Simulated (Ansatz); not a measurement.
A nudged elastic band was laid between two geometries of BF2H + BrH (6 atoms, charge 0, multiplicity 1).

Theory: RHF/def2-SVP in Ansatz.

```
movable images  : 7
climbing image  : yes
spring          : 5.0 eV/Å²
optimiser       : quadratic models (default)
start path      : through a guess of the saddle point
force threshold : 0.05 eV/Å
iteration limit : 60
end points      : relaxed
```

First end point:

```xyz
6
Properties=species:S:1:pos:R:3
B -0.007 -0.459 -0.164
F 0.011 -0.573 1.139
F 1.134 -0.506 -0.791
H -1.031 -0.337 -0.753
Br 0.029 3.046 1.188
H 0.133 2.112 2.238
```

Last end point:

```xyz
6
Properties=species:S:1:pos:R:3
B -0.008 0.480 -0.460
F 0.003 -0.072 2.120
F 1.136 -0.115 -0.609
H -1.034 -0.100 -0.590
Br -0.010 2.393 -0.166
H 0.181 0.697 2.562
```

(1) Which bonds break or form, and what moves?

(2) What energy profile does the band end with?

(3) What is the geometry of the highest image?

(4) What are the harmonic wavenumbers there?

## Answers

(1) Bonds broken: B1–F2, Br5–H6. Bonds formed: B1–Br5, F2–H6. BF2H + BrH becomes BBrFH + FH.

(2) The run converged. The highest image is number 5 of 0 to 8, 2.03 eV above the first end and 1.06 eV above the last; the last end lies 0.97 eV above the first. A vibrational analysis at the climbing image gives one clearly imaginary mode, 1305i cm⁻¹: a first-order saddle point. The orbitals stay closed-shell, which can raise the energy where a bond breaks towards radicals; this wasn't checked here.

```csv
image,path coordinate (Å),energy (eV),B1–F2 (Å),Br5–H6 (Å),B1–Br5 (Å)
0,0.00,0.00,1.31,1.41,3.76
1,0.40,0.01,1.31,1.41,3.52
2,0.79,0.07,1.31,1.41,3.26
3,1.19,0.29,1.32,1.41,2.94
4,1.59,1.03,1.37,1.48,2.58
5,1.99,2.03,1.51,1.75,2.35
6,2.51,1.39,1.88,2.17,2.05
7,3.03,1.03,2.35,2.64,1.96
8,3.55,0.97,2.64,3.22,1.94
```

(3) 
```xyz
6
Properties=species:S:1:pos:R:3:forces:R:3
B 0.013 0.144 0.025 0.00 0.00 0.00
F 0.048 -0.063 1.524 0.00 0.00 0.00
F 1.152 -0.185 -0.502 0.00 0.00 0.00
H -1.045 -0.066 -0.455 0.00 0.00 0.00
Br 0.038 2.419 0.602 0.00 0.00 0.00
H 0.062 1.033 1.663 0.00 0.00 0.00
```

(4) 1305i, 197, 369, 444, 528, 815, 875, 1074, 1159, 1374, 1660, 2907 cm⁻¹.

The run took 4.8 min on 1 thread of Arm Neoverse V1 (shared host), peak memory 0.16 GiB.
